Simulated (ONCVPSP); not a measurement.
## Building the ONCV potential for Si (Z = 14) (LDA (Perdew-Zunger), fully relativistic).

ONCVPSP 4.0.1 was run on this input:

```
# ATOM AND REFERENCE CONFIGURATION
# atsym  z   nc   nv     iexc    psfile
  Si 14.00    1    4        3      upf
#
#   n    l    f
    1    0    2.00
    2    0    2.00
    2    1    6.00
    3    0    2.00
    3    1    2.00
#
# PSEUDOPOTENTIAL AND OPTIMIZATION
# lmax
    2
#
#   l,   rc,      ep,       ncon, nbas, qcut
    0    0.95    0.00    4    7   14.30
    1    0.80    0.00    3    6   17.30
    2    0.80    0.24    3    6   13.90
#
# LOCAL POTENTIAL
# lloc, lpopt,  rc(5),   dvloc0
    4    2    0.65    2.00
#
# VANDERBILT-KLEINMAN-BYLANDER PROJECTORs
# l, nproj, debl
    0    2    3.50
    1    2    3.80
    2    2    0.40
#
# MODEL CORE CHARGE
# icmod, fcfact, rcfact
    2    0.70    0.75
#
# LOG DERIVATIVE ANALYSIS
# epsh1, epsh2, depsh
   -7.00    5.00    0.04
#
# OUTPUT GRID
# rlmax, drl
    6.00    0.01
#
# TEST CONFIGURATIONS
# ncnf
    4
# nvcnf
#   n    l    f
    4
    2    0    2.00
    2    1    6.00
    3    0    2.00
    3    1    1.00
#
    4
    2    0    2.00
    2    1    6.00
    3    0    2.00
    3    1    0.00
#
    4
    2    0    2.00
    2    1    6.00
    3    0    1.00
    3    1    0.00
#
    4
    2    0    2.00
    2    1    6.00
    3    0    0.00
    3    1    4.00
#
```

Command:

```bash
oncvpspr.x < Si.dat > Si.out
```

The program printed (shortened: citation, most of the input echo, consistency checks and plot data are left out):

```
ONCVPSP  (Optimized Norm-Conservinng Vanderbilt PSeudopotential)
relativistic version 4.0.1

#   n    l    f        energy (Ha)
    1    0    2.00    -6.5352637D+01
    2    0    2.00    -5.0979362D+00
    2    1    6.00    -3.5048523D+00    -3.5286130D+00
    3    0    2.00    -3.9997963D-01
    3    1    2.00    -1.5279014D-01    -1.5399141D-01

Reference configufation results
  iterations    24
  all-electron total energy (Ha)   -2.88820206D+02

Begin loop to  construct optimized pseudo wave functions
and semi-local pseudopoentials for all angular momenta

Calculating optimized projector #   1

 for l=   0

    Fraction of norm inside rc  0.924056
    Optimizing pswf for qcut=  14.31 a_B^-1,  ecut= 102.32 Ha
    Residual kinetic energy error=  8.51D-08 Ha

    Energy error per electron        Cutoff
         Ha          eV             Ha
         0.01000     0.27211       22.68
         0.00100     0.02721       45.58
         0.00010     0.00272       66.28
         0.00001     0.00027       79.55

Calculating optimized projector #   2

 for l=   0

    Fraction of norm inside rc  0.044362
    Optimizing pswf for qcut=  14.31 a_B^-1,  ecut= 102.32 Ha
    Residual kinetic energy error=  1.23D-07 Ha

    Energy error per electron        Cutoff
         Ha          eV             Ha
         0.01000     0.27211       17.14
         0.00100     0.02721       25.90
         0.00010     0.00272       62.92
         0.00001     0.00027       79.69

Calculating optimized projector #   1

 for l=   1

    Fraction of norm inside rc  0.843822
    Optimizing pswf for qcut=  17.28 a_B^-1,  ecut= 149.24 Ha
    Residual kinetic energy error=  5.81D-06 Ha

    Energy error per electron        Cutoff
         Ha          eV             Ha
         0.01000     0.27211       95.67
         0.00100     0.02721      115.09
         0.00010     0.00272      129.62
         0.00001     0.00027      143.80

Calculating optimized projector #   2

 for l=   1

    Fraction of norm inside rc  0.023487
    Optimizing pswf for qcut=  17.28 a_B^-1,  ecut= 149.24 Ha
    Residual kinetic energy error=  6.81D-07 Ha

    Energy error per electron        Cutoff
         Ha          eV             Ha
         0.01000     0.27211       69.88
         0.00100     0.02721       96.35
         0.00010     0.00272      117.43
         0.00001     0.00027      133.24

Calculating optimized projector #   1

 for l=   1

    Fraction of norm inside rc  0.845770
    Optimizing pswf for qcut=  17.28 a_B^-1,  ecut= 149.24 Ha
    Residual kinetic energy error=  5.94D-06 Ha

    Energy error per electron        Cutoff
         Ha          eV             Ha
         0.01000     0.27211       95.87
         0.00100     0.02721      115.23
         0.00010     0.00272      129.75
         0.00001     0.00027      143.93

Calculating optimized projector #   2

 for l=   1

    Fraction of norm inside rc  0.023504
    Optimizing pswf for qcut=  17.28 a_B^-1,  ecut= 149.24 Ha
    Residual kinetic energy error=  7.05D-07 Ha

    Energy error per electron        Cutoff
         Ha          eV             Ha
         0.01000     0.27211       70.16
         0.00100     0.02721       96.63
         0.00010     0.00272      117.65
         0.00001     0.00027      133.44

   Wellstate for l =  2  n =  3 kap= -3
     eigenvalue =   0.2400
     asymptotic potential =   0.7400
     half-point radius =  5.5297

   Wellstate for l =  2  n =  4 kap= -3
     eigenvalue =   0.6400
     asymptotic potential =   1.1400
     half-point radius =  6.1393

Calculating optimized projector #   1

 for l=   2

    Fraction of norm inside rc  0.005887
    Optimizing pswf for qcut=  13.88 a_B^-1,  ecut=  96.38 Ha
    Residual kinetic energy error=  4.25D-07 Ha

    Energy error per electron        Cutoff
         Ha          eV             Ha
         0.01000     0.27211       10.87
         0.00100     0.02721       29.86
         0.00010     0.00272       53.80
         0.00001     0.00027       73.74

Calculating optimized projector #   2

 for l=   2

    Fraction of norm inside rc  0.009498
    Optimizing pswf for qcut=  13.88 a_B^-1,  ecut=  96.38 Ha
    Residual kinetic energy error=  7.29D-07 Ha

    Energy error per electron        Cutoff
         Ha          eV             Ha
         0.01000     0.27211       14.61
         0.00100     0.02721       36.04
         0.00010     0.00272       59.70
         0.00001     0.00027       79.02

   Wellstate for l =  2  n =  3 kap=  2
     eigenvalue =   0.2400

   Wellstate for l =  2  n =  4 kap=  2
     eigenvalue =   0.6400

Calculating optimized projector #   1

 for l=   2

    Fraction of norm inside rc  0.005897
    Optimizing pswf for qcut=  13.88 a_B^-1,  ecut=  96.38 Ha
    Residual kinetic energy error=  4.29D-07 Ha

    Energy error per electron        Cutoff
         Ha          eV             Ha
         0.01000     0.27211       10.89
         0.00100     0.02721       29.93
         0.00010     0.00272       53.88
         0.00001     0.00027       73.80

Calculating optimized projector #   2

 for l=   2

    Fraction of norm inside rc  0.009514
    Optimizing pswf for qcut=  13.88 a_B^-1,  ecut=  96.38 Ha
    Residual kinetic energy error=  7.35D-07 Ha

    Energy error per electron        Cutoff
         Ha          eV             Ha
         0.01000     0.27211       14.65
         0.00100     0.02721       36.10
         0.00010     0.00272       59.77
         0.00001     0.00027       79.08

Construct Vanderbilt / Kleinmman-Bylander projectors

B matrix Hermiticity error, ll=  0  kap= -1
   1   2    5.0742D-04

  Orthonormal projector coefficients  4.1356E+00 -1.1107E+00

B matrix Hermiticity error, ll=  1  kap= -2
   1   2    2.6999D-04

  Orthonormal projector coefficients -2.3052E+01 -5.8819E+00

B matrix Hermiticity error, ll=  1  kap=  1
   1   2    2.7292D-04

  Orthonormal projector coefficients -2.3155E+01 -5.9162E+00

B matrix Hermiticity error, ll=  2  kap= -3
   1   2    8.9288D-07

  Orthonormal projector coefficients -1.9637E+01 -3.7613E+00

B matrix Hermiticity error, ll=  2  kap=  2
   1   2    8.9433D-07

  Orthonormal projector coefficients -1.9526E+01 -3.7552E+00

 Orthonormal scalar projector coefficients, l =  1
 -2.3087E+01 -5.8934E+00 -6.2703E-07 -1.0670E-07

 Orthonormal spin-orbit projector coefficients, l =  1
  7.0031E-02  2.1866E-02 -3.6548E-04 -6.5058E-05

 Orthonormal scalar projector coefficients, l =  2
 -1.9593E+01 -3.7589E+00 -4.5463E-06 -4.8177E-08

 Orthonormal spin-orbit projector coefficients, l =  2
 -5.3335E-02  6.0171E-03  7.4589E-04 -2.9950E-05

Model core correction analysis
  based on d2Exc/dn_idn_j

d2excae - all-electron derivatives

   -6.252731D-02   -5.756804D-02   -4.520918D-03   -2.321230D-03
   -5.756828D-02   -6.255920D-02   -4.734443D-03   -2.889420D-03
   -4.520925D-03   -4.734401D-03   -2.851535D-02   -2.232435D-02
   -2.321381D-03   -2.889571D-03   -2.232534D-02   -2.129983D-02

d2excps - pseudofunction derivatives with no core correction

   -8.205377D-02   -8.122638D-02   -6.068092D-03   -3.436716D-03
   -8.122643D-02   -8.446685D-02   -6.398503D-03   -3.802812D-03
   -6.068075D-03   -6.398348D-03   -3.433344D-02   -2.709582D-02
   -3.436797D-03   -3.802901D-03   -2.709717D-02   -2.628025D-02

rms 2nd derivative error    1.145460E-02

amplitude prefactor, scale prefactor
    8.1553    1.2675

d2excps - pseudofunction derivatives with core correction

   -7.633390D-02   -7.798105D-02   -5.577815D-03   -3.261450D-03
   -7.798074D-02   -8.211215D-02   -6.124099D-03   -3.677457D-03
   -5.577656D-03   -6.123913D-03   -3.429137D-02   -2.708098D-02
   -3.261491D-03   -3.677528D-03   -2.708233D-02   -2.627356D-02

rms 2nd derivative error    9.742816E-03

Pseudoatom total energy -101.007999

Diagnostic tests using Vanderbilt-Kleinman-Bylander pseudopotentials
  relativistic with J = L +/- 1/2 projectors

   l  kap   rcore       rmatch      e in        delta e    norm test   slope test

   0  -1   0.9545553   0.9835377  -5.0979362   0.0000064   1.0002035   1.0001959
   0  -1   0.9545553   0.9835377  -0.3999796   0.0000141   1.0000623   1.0000534

   1  -2   0.8025270   0.8268935  -3.5048523  -0.0000791   1.0001638   1.0002121
   1   1   0.8025270   0.8268935  -3.5286130  -0.0000421   1.0001786   1.0001781
   1  -2   0.8025270   0.8268935  -0.1527901   0.0000085   1.0000955   1.0000963
   1   1   0.8025270   0.8268935  -0.1539914   0.0000248   1.0001755   1.0001829

   2  -3   0.8025270   0.8268935   0.2400000  -0.0000561   1.0001416   1.0001416
   2   2   0.8025270   0.8268935   0.2399589   0.0000193   1.0001449   1.0001449
   2  -3   0.8025270   0.8268935   0.6400000  -0.0000502   1.0001499   1.0001499
   2   2   0.8025270   0.8268935   0.6399459   0.0000226   1.0001531   1.0001531

Diagnostic tests using Vanderbilt-Kleinman-Bylander pseudopotentials
  relativistic with scalar and spin-orbit non-local projectors

   l  kap   rcore       rmatch      e in        delta e    norm test   slope test

   0  -1   0.9545553   0.9835377  -5.0979362   0.0000064   1.0002035   1.0001959
   0  -1   0.9545553   0.9835377  -0.3999796   0.0000141   1.0000623   1.0000534

   1  -2   0.8025270   0.8268935  -3.5048523  -0.0000752   1.0001642   1.0002135
   1   1   0.8025270   0.8268935  -3.5286130  -0.0000495   1.0001779   1.0001754
   1  -2   0.8025270   0.8268935  -0.1527901   0.0000085   1.0000957   1.0000964
   1   1   0.8025270   0.8268935  -0.1539914   0.0000248   1.0001751   1.0001828

   2  -3   0.8025270   0.8268935   0.2400000  -0.0000524   1.0001417   1.0001417
   2   2   0.8025270   0.8268935   0.2399589   0.0000220   1.0001448   1.0001448
   2  -3   0.8025270   0.8268935   0.6400000  -0.0000466   1.0001499   1.0001499
   2   2   0.8025270   0.8268935   0.6399459   0.0000253   1.0001531   1.0001531

Ghost test for J = L + 1/2

 Testing for bound ghosts
   n   l    E NL Schr. Eq   E Basis Diag.   E Cutoff

   1   0       -5.097930       -5.097908    207.86
   2   0       -0.399966       -0.105425    207.86

   2   1       -3.504931       -3.503962    240.35
   3   1       -0.152782        0.700203    240.35

 Testing for highly-localized positive-energy ghosts
       l    <radius>/rc     E Basis Diag.   E Cutoff

Ghost test for J = L - 1/2

 Testing for bound ghosts
   n   l    E NL Schr. Eq   E Basis Diag.   E Cutoff

   1   0       -5.097930       -5.097908    207.86
   2   0       -0.399966       -0.105425    207.86

   2   1       -3.528655       -3.527717    240.35
   3   1       -0.153967        0.694011    240.35

 Testing for highly-localized positive-energy ghosts
       l    <radius>/rc     E Basis Diag.   E Cutoff

Test configuration 0

   n   l kap    f        eae           eps        diff
   1   0  -1  2.0000  -65.35263740
   2   0  -1  2.0000   -5.09793621   -5.09792986    6.35E-06
   2   1  -2  4.0000   -3.50485226   -3.50493138   -7.91E-05
   2   1   1  2.0000   -3.52861300   -3.52865507   -4.21E-05
   3   0  -1  2.0000   -0.39997963   -0.39996556    1.41E-05
   3   1  -2  1.3333   -0.15279014   -0.15278168    8.47E-06
   3   1   1  0.6667   -0.15399141   -0.15396657    2.48E-05

    Total energies and differences
      AE_ref= -2.88820206E+02  AE_tst= -2.88820206E+02  dif=  0.00E+00
      PS_ref= -1.01007999E+02  PS_tst= -1.01007999E+02  dif=  6.39E-13
      PSP excitation error= -6.39E-13

Test configuration 1

   n   l kap    f        eae           eps        diff
   1   0  -1  2.0000  -65.70897301
   2   0  -1  2.0000   -5.44724834   -5.44720804    4.03E-05
   2   1  -2  4.0000   -3.85476236   -3.85426505    4.97E-04
   2   1   1  2.0000   -3.87855862   -3.87801439    5.44E-04
   3   0  -1  2.0000   -0.70220331   -0.70218370    1.96E-05
   3   1  -2  0.6667   -0.43138170   -0.43133855    4.32E-05
   3   1   1  0.3333   -0.43294894   -0.43288411    6.48E-05

    Total energies and differences
      AE_ref= -2.88820206E+02  AE_tst= -2.88532490E+02  dif=  2.88E-01
      PS_ref= -1.01007999E+02  PS_tst= -1.00720312E+02  dif=  2.88E-01
      PSP excitation error=  2.84E-05

Test configuration 2

   n   l kap    f        eae           eps        diff
   1   0  -1  2.0000  -66.15938779
   2   0  -1  2.0000   -5.88185833   -5.88185439    3.94E-06
   2   1  -2  4.0000   -4.29058380   -4.28901058    1.57E-03
   2   1   1  2.0000   -4.31446071   -4.31282137    1.64E-03
   3   0  -1  2.0000   -1.05337852   -1.05333778    4.07E-05
   3   1  -2  0.0000   -0.75850722   -0.75850722    0.00E+00
   3   1   1  0.0000   -0.76048583   -0.76048583    0.00E+00

    Total energies and differences
      AE_ref= -2.88820206E+02  AE_tst= -2.87940304E+02  dif=  8.80E-01
      PS_ref= -1.01007999E+02  PS_tst= -1.00128220E+02  dif=  8.80E-01
      PSP excitation error=  1.23E-04

Test configuration 3

   n   l kap    f        eae           eps        diff
   1   0  -1  2.0000  -66.73860638
   2   0  -1  2.0000   -6.43585177   -6.43722188   -1.37E-03
   2   1  -2  4.0000   -4.84547585   -4.84431459    1.16E-03
   2   1   1  2.0000   -4.86949303   -4.86825815    1.23E-03
   3   0  -1  1.0000   -1.45873984   -1.45880651   -6.67E-05
   3   1  -2  0.0000   -1.13963669   -1.13963669    0.00E+00
   3   1   1  0.0000   -1.14210187   -1.14210187    0.00E+00

    Total energies and differences
      AE_ref= -2.88820206E+02  AE_tst= -2.86685508E+02  dif=  2.13E+00
      PS_ref= -1.01007999E+02  PS_tst= -9.88734197E+01  dif=  2.13E+00
      PSP excitation error=  1.19E-04

Test configuration 4

   n   l kap    f        eae           eps        diff
   1   0  -1  2.0000  -65.46873863
   2   0  -1  2.0000   -5.21176463   -5.21326077   -1.50E-03
   2   1  -2  4.0000   -3.61748299   -3.61998099   -2.50E-03
   2   1   1  2.0000   -3.64126968   -3.64375890   -2.49E-03
   3   0  -1  0.0000   -0.45247906   -0.45247906    0.00E+00
   3   1  -2  2.6667   -0.19297492   -0.19298922   -1.43E-05
   3   1   1  1.3333   -0.19435606   -0.19435156    4.50E-06

    Total energies and differences
      AE_ref= -2.88820206E+02  AE_tst= -2.88313826E+02  dif=  5.06E-01
      PS_ref= -1.01007999E+02  PS_tst= -1.00501647E+02  dif=  5.06E-01
      PSP excitation error=  2.76E-05
```

The run took about 3.8 s on one core of a shared server CPU.
